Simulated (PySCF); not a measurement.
PySCF (NMR shieldings with GIAOs, density fitting), isolated neutral molecules in closed-shell states, PBE0-D3(BJ)/def2-SVP geometries kept fixed through all settings. All basis functions are spherical. Basis functions per molecule: 40–48 in STO-3G, 67–78 in 6-31G.

HOMO energy (eV):

```json
{"molecule": "C#C[Si@@H](O)S[SiH3]", "PBE0/STO-3G": "-3.58", "PBE0/6-31G": "-7.48"}
{"molecule": "F[Si@H]1CCCN1", "PBE0/STO-3G": "-3.34", "PBE0/6-31G": "-6.77"}
{"molecule": "FCC/C=N/[SiH3]", "PBE0/STO-3G": "-3.99", "PBE0/6-31G": "-6.99"}
{"molecule": "C=C(CF)[SiH2]N", "PBE0/STO-3G": "-3.69", "PBE0/6-31G": "-6.97"}
{"molecule": "FCC/C=N\\[SiH3]", "PBE0/STO-3G": "-3.75", "PBE0/6-31G": "?"}
{"molecule": "CSBOC(F)F", "PBE0/STO-3G": "-4.35", "PBE0/6-31G": "-7.66"}
{"molecule": "CS[SiH2]CF", "PBE0/STO-3G": "-3.37", "PBE0/6-31G": "-6.98"}
```

Problem. Predict the missing value of `FCC/C=N\[SiH3]` from the other molecules.

Solution. The basis change moves the other 6 molecules by -3.42 eV on average (standard deviation 0.31), which puts `FCC/C=N\[SiH3]` at -3.75 − 3.42 = -7.17 eV. A straight line through the pairs, y = 0.583x − 4.97, gives -7.16 eV. The run gave -6.56 eV: the mean change misses by 0.61, the line by 0.60 eV.

Problem. Which of the two rules would one have trusted beforehand?

Solution. Leaving out each listed molecule in turn and predicting it from the rest, the mean change misses by 0.270 eV on average and the line by 0.318; so the mean change, and for `FCC/C=N\[SiH3]` it wasn't the closer one.

Problem. Is the change the same for all, and does it alter the order of the molecules?

Solution. Among the 6 molecules with both values given it runs from -3.90 eV for `C#C[Si@@H](O)S[SiH3]` to -3.00 eV for `FCC/C=N/[SiH3]`; `FCC/C=N\[SiH3]` moves by -2.81 eV, outside this range. The change is of one sign for all of them. Of the 15 pairs among the 6, 3 change order, the widest-spaced at PBE0/STO-3G being `C#C[Si@@H](O)S[SiH3]` and `FCC/C=N/[SiH3]`, 0.41 eV apart there.

The figures describe these molecules alone; neither level is taken as the truth.
